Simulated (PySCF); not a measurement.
# Nonlinear optical response: SMILES S=CB1NBNBN1, CH$_{6}$B$_{3}$N$_{3}$S

Cartesian coordinates in Å; atom numbers follow the order of the lines, from 1:
```xyz
14

S    -2.2845   -2.6936   -0.7010
C    -2.1293   -1.1733   -0.1380
B    -0.7696   -0.3978   -0.0421
N     0.4380   -1.0059   -0.4532
B     1.6911   -0.3485   -0.3855
N     1.6839    0.9750    0.1246
B     0.5132    1.6445    0.5548
N    -0.7083    0.9267    0.4582
H    -3.0521   -0.6913    0.1868
H     0.3869   -1.9502   -0.8089
H     2.6823   -0.8702   -0.7318
H     2.5623    1.4666    0.1850
H     0.5455    2.7403    0.9726
H    -1.5603    1.3771    0.7563
```

Method used: quadratic response PBE0/def2-SVPD first hyperpolarisability, Taylor convention, gas phase in PySCF. Geometry: GFN2-xTB.

(1) Give β for the processes computed.

## Answers

(1) In au, Taylor convention; the vector part is βᵢ = ⅓ Σⱼ (βᵢⱼⱼ + βⱼᵢⱼ + βⱼⱼᵢ); β∥ is 3/5 of the vector part along the dipole, the dipole points from − to +:
```csv
process,λ (nm),β vector norm,β∥,β HRS,depolarisation ratio
"static β(0;0,0)",∞,741.5,379.2,295.2,5.78
"Pockels β(−ω;ω,0)",1550,790.4,403.5,–,–
"Pockels β(−ω;ω,0)",1064,851.0,433.5,–,–
```

Second harmonics within 0.3 eV of the first excitation or beyond it are left out.

Which lowest excitations, dipole and polarisabilities go with it?

S1 1.86 eV (f = 0.000); S2 4.42 eV (f = 0.056); S3 4.69 eV (f = 0.168); dipole 2.12 D; isotropic α 95.1 au static, 95.8 au at 1550 nm, 96.6 au at 1064 nm.
